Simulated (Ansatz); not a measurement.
Reaction (formal hydrolysis of the Sn–C bond): `C=[CH][SnH2][Cl]` + H₂O → `[OH][SnH2][Cl]` + `C=C`

Computed with Ansatz on PBE0-D4/def2-TZVP structures; ΔE is electronic, products minus reactants. CCSD(T)/CBS is the MP2 limit (def2-TZVPP, def2-QZVPP) plus CCSD(T) − MP2 in def2-TZVPP, frozen cores. This one scheme is used for every species. DFT in def2-TZVPP. def2 core potentials past Kr. For Sn outer-core shells are correlated without core-valence functions, which leaves a few kJ/mol of doubt a bond. One conformer a species, not always the lowest.

`C=[CH][SnH2][Cl]`:

Z-matrix (Å, degrees):
```
Sn
C 1 2.113
Cl 1 2.341 2 107.2
H 1 1.703 2 114.2 3 115.5
H 1 1.704 2 110.2 3 -115.6
C 2 1.327 1 121.6 3 117.4
H 2 1.087 1 118.7 3 -62.5
H 6 1.087 2 121.7 1 179.9
H 6 1.087 2 122.5 1 -0.3
```

H₂O:

Cartesian coordinates in Å:
```
O 0.201 -0.139 -0.303
H -0.610 -0.490 0.069
H 0.409 0.629 0.234
```

`[OH][SnH2][Cl]`:

```xyz
6

O    -1.513   -0.312   -0.007
Sn    0.387    0.002    0.314
Cl    1.472   -0.304   -1.725
H    -1.874    0.213   -0.725
H     0.666    1.621    0.758
H     0.863   -1.221    1.384
```

`C=C`:

```xyz
6

C     0.634   -0.131   -0.135
C    -0.634    0.131    0.135
H     1.036   -1.136   -0.064
H     1.325    0.649   -0.439
H    -1.036    1.136    0.064
H    -1.325   -0.649    0.439
```

Q: Is it downhill or uphill in electronic energy at CCSD(T)/CBS, and by how much? (An estimate is asked.)

A: Ansatz gave: Downhill: ΔE = -33.0 kJ/mol.

Q: What do these levels give: PBE-D4, PBE0-D4, r2SCAN0-D4, r2SCANh, HF/def2-SVP, HF/def2-QZVPP? (Best estimate.)

A: The calculation gave: PBE-D4 -35.9, PBE0-D4 -32.4, r2SCAN0-D4 -36.9, r2SCANh -41.0, HF/def2-SVP -41.1, HF/def2-QZVPP -49.0 kJ/mol.

Largest T1 diagnostic among the species: 0.013.

From PBE to PBE0 (25 % exact exchange), in def2-TZVPP and without D4, ΔE moves by +3.8 kJ/mol. The D4 term adds +6.2 kJ/mol with B3LYP and +3.6 kJ/mol with PBE0; it sums over pairs of atoms, weighted by their polarisabilities, and B3LYP, whose exchange is more repulsive, gets the larger term.

B3LYP here is the variant with VWN-RPA as its local correlation; programs differ in this.
